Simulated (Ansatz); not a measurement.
This geometry of CH5BClNS (10 atoms, charge 0, multiplicity 1) is a first-order saddle point.

All numbers below come from Ansatz, RKS B3LYP-D4/6-31G.

```xyz
10
Properties=species:S:1:pos:R:3
C -1.502 0.607 1.212
S 0.357 0.708 0.854
B 0.658 -0.336 -0.611
N 1.979 -0.468 -1.134
Cl -0.792 -1.209 -1.386
H -1.780 -0.427 1.410
H -1.673 1.228 2.091
H -2.058 0.989 0.357
H 2.314 0.099 -1.899
H 2.580 -1.241 -0.890
```

(1) Which two structures does it join? (They come from a converged band through this point; their orientation in space is the band's.)

(2) How far does it lie above each of them?

Results:

(1) No bond is made or broken. The dihedral Cl5–B3–N4–H9 goes from 0 to -180°. The two ends are copies of one structure, up to a mirror image or an exchange of like atoms.

First end point:

```xyz
10
Properties=species:S:1:pos:R:3
C -1.494 0.466 1.250
S 0.390 0.428 1.055
B 0.649 -0.251 -0.645
N 1.937 -0.427 -1.149
Cl -0.771 -0.712 -1.720
H -1.894 -0.544 1.170
H -1.677 0.871 2.245
H -1.932 1.110 0.489
H 2.109 -0.795 -2.074
H 2.765 -0.197 -0.618
```

Last end point:

```xyz
10
Properties=species:S:1:pos:R:3
C -1.494 0.472 1.248
S 0.390 0.436 1.052
B 0.649 -0.254 -0.643
N 1.937 -0.432 -1.148
Cl -0.770 -0.726 -1.714
H -1.893 -0.538 1.165
H -1.677 0.874 2.244
H -1.932 1.119 0.489
H 2.766 -0.197 -0.619
H 2.108 -0.806 -2.070
```

(2) 19.2 kcal/mol above the first and 19.2 kcal/mol above the second. This is the barrier of this one path; another mechanism may lie lower. Limits of this set-up: no polarisation functions.

The run took 2.2 min on 1 CPU thread of a shared host.
